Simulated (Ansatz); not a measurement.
This Ansatz (a first-principles code) input (PBE0/def2-SV(P)) gives -99.54906 Eh with 14 basis functions. A basis named .json is the Basis Set Exchange file of that set (core-valence sets with the plain set on hydrogen).

Ansatz 0.2 input:
```yaml
crystal:
  periodic: [false, false, false]
  atoms:
    - {symbol: F, position_ang: [0.00000000, 0.00000000, 0.00000000]}
basis:
  gaussian:
    orbitals: def2-SV_P_.json
hamiltonian:
  xc: {name: PBE0}
magnetization: {spin_polarized: true, initial_magnetization: 1}
scf: {lower_state_search: full}
```

Change:
```diff
- orbitals: def2-SV_P_.json
+ orbitals: 6-31+G_.json
```

**Question.** What does the run give now?

**Answer.** -99.63725 Eh (PBE0/6-31+G*, 19 functions), a change of -88.19 mEh.
